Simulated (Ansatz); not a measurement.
Species: BaF, charge 0, doublet. BaF (SMILES [F][Ba], doublet).
B3LYP-D3(BJ)/def2-TZVP minimum from Ansatz (a quantum-chemistry and plane-wave program):
```
Ba
F 1 2.1684
```
Charge 0, spin multiplicity 2.

Quantity: atomisation energy (electronic, to ground-state atoms), in kcal/mol. Open shells are spin-unrestricted; no spin-orbit coupling. Correlated methods leave the cores frozen (noble-gas shells, and filled d and f shells in the p block). Past Kr the def2 sets carry scalar-relativistic core potentials. CBS(X,Y): correlation extrapolated as X^-3, Hartree-Fock from the larger set. A bracket is a step between two methods taken in the basis named. For partners of very few electrons the exact lower level stands in for a higher one. The restricted determinant of Ba ([Ba], singlet) is unstable towards broken spin symmetry in at least one set run. The spin of BaF ([F][Ba], doublet) was assumed, and the state is the lowest solution found for it.

CCSD(T)/CBS(def2-TZVPP,def2-QZVPP) + [CCSDT(Q) - CCSD(T)]/def2-QZVPP + [CCSDTQ - CCSDT(Q)]/def2-SVP (Ansatz) gives 136.2 kcal/mol.

**Question.** What does PBE/def2-TZVPD (Ansatz) give here, and how do the other levels compare?

**Answer.** PBE gives 145.0 kcal/mol, 8.8 kcal/mol above it. Differences of the others: r2SCAN/def2-TZVPD (Ansatz) 9.1; B3LYP/def2-TZVPD (Ansatz) 1.4; PBE0/def2-TZVPD (Ansatz) 1.8; wB97M-V/def2-TZVPD (Ansatz) -1.2; B2PLYP/def2-TZVPD (Ansatz) 2.0; CCSD(T)/CBS(def2-TZVPP,def2-QZVPP) (Ansatz) 0.1 kcal/mol.
